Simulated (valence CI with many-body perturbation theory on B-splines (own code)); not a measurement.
## Missing levels of Ir28+

Computed by relativistic CI+MBPT: three valence electrons over a frozen Dirac-Fock core [Kr] 4d10, radial functions for each j: 7 s, 7 p, 7 d, 7 f, 4 g, 2 h, with the one-electron correlation potential Σ1 (screened to all orders), the two-electron term Σ2, the three-electron term Σ3, Breit, model QED; selected single and double excitations, second order for the rest, scaled by the run's own slope (own B-spline code, finite nucleus).

No measured spectrum was set against this ion. As an estimate, large intervals hold to a few tenths of a per cent, small ones and those within an open d or f shell to about a per cent. Excitations out of the core, of the other parity, are not computed and may begin above about 175 eV (a cautious bound); beyond it only levels of the ground parity were kept, without lifetimes.

```tsv
Level	E (eV)
(4f5/2^3) J=9/2	0.000
(4f5/2^2 4f7/2) J=11/2 [a]	3.483
(4f5/2^3) J=3/2	4.821
(4f5/2 4f7/2^2) J=13/2 [a]	6.216
(4f5/2^2 4f7/2) J=9/2	6.639
(4f5/2^3) J=5/2	?
(4f5/2^2 4f7/2) J=3/2 [a]	8.124
(4f5/2^2 4f7/2) J=5/2 [a]	8.193
(4f5/2^2 4f7/2) J=7/2 [a]	?
(4f5/2 4f7/2^2) J=15/2	?
(4f5/2^2 4f7/2) J=7/2 [b]	?
(4f5/2 4f7/2^2) J=13/2 [b]	10.869
(4f5/2 4f7/2^2) J=9/2 [a]	?
(4f5/2 4f7/2^2) J=11/2 [a]	?
(4f5/2^2 4f7/2) J=3/2 [b]	11.792
(4f5/2^2 4f7/2) J=1/2	11.980
(4f5/2 4f7/2^2) J=7/2 [a]	12.442
(4f5/2 4f7/2^2) J=9/2 [b]	12.574
(4f5/2^2 4f7/2) J=5/2 [b]	12.659
(4f5/2^2 4f7/2) J=15/2	12.770
```

Levels are named by their leading jj configuration (3d3/2^4 stands for four electrons in 3d with j = 3/2), which in mixed levels can hold well under half, so a name can repeat and another be missing. Letters in brackets count levels of one name in rising energy.

(1) The levels stand in rising order. What does the calculation give for the missing energies?

Results:

(1) (4f5/2^3) J=5/2 7.062; (4f5/2^2 4f7/2) J=7/2 [a] 8.241; (4f5/2 4f7/2^2) J=15/2 8.428; (4f5/2^2 4f7/2) J=7/2 [b] 9.834; (4f5/2 4f7/2^2) J=9/2 [a] 10.907; (4f5/2 4f7/2^2) J=11/2 [a] 11.053.
